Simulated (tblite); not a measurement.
C₇H₁₃F₃.
Geometry (GFN2-xTB, Å), atoms numbered from 1 in this order:
```
atom  x, y, z in Å
C1     3.435   -0.219    0.335
C2     2.234    0.147   -0.528
C3     0.922   -0.029    0.232
C4    -0.282    0.326   -0.638
C5    -1.607    0.286    0.134
C6    -1.978   -1.113    0.621
C7    -2.719    0.803   -0.769
F8    -2.889    0.049   -1.865
F9    -2.492    2.054   -1.203
F10   -3.910    0.839   -0.147
H11    4.360   -0.088   -0.221
H12    3.373   -1.256    0.658
H13    3.475    0.412    1.221
H14    2.327    1.184   -0.857
H15    2.223   -0.483   -1.419
H16    0.930    0.611    1.117
H17    0.846   -1.065    0.566
H18   -0.341   -0.366   -1.482
H19   -0.141    1.331   -1.042
H20   -1.559    0.976    0.984
H21   -1.989   -1.810   -0.214
H22   -1.259   -1.456    1.357
H23   -2.964   -1.107    1.080
```

All values are computed: GFN2-xTB (tblite) harmonic vibrations without scaling, gas phase. This tight-binding method is rough: wavenumbers can miss measured ones by several per cent, in bad cases by 10 to 20. One conformer, not necessarily the lowest.

Harmonic wavenumbers (cm⁻¹): 41.6, 51.7, 80.3, 102.2, 121.3, 190.3, 204.4, 232.7, 249.5, 288.9, 305.1, 378.0, 419.1, 449.0, 518.8, 534.3, 606.5, 776.1, 792.8, 828.4, 932.3, 940.5, 946.3, 1007.4, 1026.3, 1053.6, 1071.8, 1084.1, 1112.1, 1127.0, 1150.7, 1177.6, 1197.4, 1226.2, 1255.5, 1276.1, 1285.6, 1299.0, 1316.0, 1353.8, 1377.4, 1415.4, 1417.7, 1481.9, 1488.9, 1494.7, 1496.4, 1499.1, 1504.1, 1506.4, 2947.7, 2966.7, 2974.7, 2981.2, 2985.7, 2990.6, 2997.1, 3031.7, 3035.4, 3042.8, 3044.0, 3047.0, 3065.9.

A = 2771, B = 545.4, C = 507.9 MHz; mass 154.097 u (most abundant isotopes); point group C1, symmetry number 1.

Task: What is the zero-point energy?

Result: Half the sum of the wavenumbers: 41901 cm⁻¹ = 501.25 kJ/mol.

Task: What is S at 200 K and 1 bar for an ideal gas of classical rigid rotors and harmonic oscillators?

Result: Translation 163.38, rotation 122.28, vibration 106.01: S = 391.7 J/(mol K).

Task: And Cp and H(200 K) − H(0)?

Result: Cp = 139.10 J/(mol K), of which vibrations give 105.85 (their classical limit is 63 R = 523.8); H(200 K) − H(0) = 17.92 kJ/mol without the zero-point energy, 11.27 from vibrations.

Task: How do the functions run with temperature in this model?

Result: 
```json
{"T (K)": "150", "S (J/(mol K))": "354.9", "Cp (J/(mol K))": "117.3", "H − H(0) (kJ/mol)": "11.51", "G − H(0) (kJ/mol)": "-41.73", "ln q(vib)": "4.25"}
{"T (K)": "250", "S (J/(mol K))": "425.1", "Cp (J/(mol K))": "161.6", "H − H(0) (kJ/mol)": "25.44", "G − H(0) (kJ/mol)": "-80.84", "ln q(vib)": "7.64"}
{"T (K)": "298.15", "S (J/(mol K))": "455.5", "Cp (J/(mol K))": "184.6", "H − H(0) (kJ/mol)": "33.77", "G − H(0) (kJ/mol)": "-102.05", "ln q(vib)": "9.21"}
{"T (K)": "400", "S (J/(mol K))": "516.7", "Cp (J/(mol K))": "234.2", "H − H(0) (kJ/mol)": "55.11", "G − H(0) (kJ/mol)": "-151.59", "ln q(vib)": "12.45"}
{"T (K)": "600", "S (J/(mol K))": "627.9", "Cp (J/(mol K))": "315.1", "H − H(0) (kJ/mol)": "110.50", "G − H(0) (kJ/mol)": "-266.25", "ln q(vib)": "18.62"}
{"T (K)": "900", "S (J/(mol K))": "772.0", "Cp (J/(mol K))": "394.2", "H − H(0) (kJ/mol)": "217.90", "G − H(0) (kJ/mol)": "-476.90", "ln q(vib)": "27.36"}
```

q(vib) and H(0) count from the zero-point level.

Task: Which modes carry the vibrational entropy at 200 K?

Result: 41.6 cm⁻¹: 18.38; 51.7 cm⁻¹: 16.59; 80.3 cm⁻¹: 12.99; 102.2 cm⁻¹: 11.06; 121.3 cm⁻¹: 9.71; 190.3 cm⁻¹: 6.32 J/(mol K); the other 57 give 30.97 together.

Task: Blend soft modes into free rotors: weight 1/[1 + (100 cm⁻¹/ν̃)⁴] for the oscillator and the rest for a rotor with moment μB/(μ + B), μ = h/(8π²ν), B = 10⁻⁴⁴ kg m². What vibrational entropy results?

Result: 96.99 J/(mol K) in place of 106.01, which changes −T·S at 200 K by +1.80 kJ/mol.

Hindered rotation and anharmonicity are outside this model. Other conformers, if any are populated, would add a mixing term that is left out. The structure is chiral; the term R ln 2 for an equal mix with its mirror image is left out.

The run took 1.6 s on an Intel Xeon at 2.70 GHz with one thread, shared host with 64 logical CPUs at a one-minute load of 58. The figure is for the frequency step alone.
